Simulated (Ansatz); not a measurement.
Mulliken charges of AgClF₃P, SMILES `F[P+](F)(F)[Ag-][Cl]` from r2SCAN/def2-TZVPP in Ansatz (PBE0-D4/def2-TZVP geometry).

| atom | x (Å) | y (Å) | z (Å) | charge (e) |
| --- | --- | --- | --- | --- |
| F1 | 0.705 | -0.813 | 1.718 | -0.197 |
| P2 | 0.443 | -0.598 | 0.209 | 0.928 |
| F3 | -0.025 | -2.019 | -0.181 | -0.197 |
| F4 | 1.895 | -0.645 | -0.320 | -0.197 |
| Ag5 | -0.860 | 1.162 | -0.407 | 0.104 |
| Cl6 | -2.157 | 2.914 | -1.020 | -0.441 |

**Question.** By hand: the dipole of these point charges (1 e Å = 4.8032 D).

**Answer.** Σ q r = (0.766, -1.034, 0.362) e Å, of length 1.337 e Å = 6.42 D.

**Question.** How does the dipole of the full density compare? (An estimate is asked.)

**Answer.** The calculation gave: (0.661, -0.894, 0.313) e Å, 5.55 D; the point charges give 1.16 times that, at 0° from its direction.

Point charges leave out the atoms' own dipoles, such as those of lone pairs, and Mulliken's split depends on the basis, so the two needn't agree.
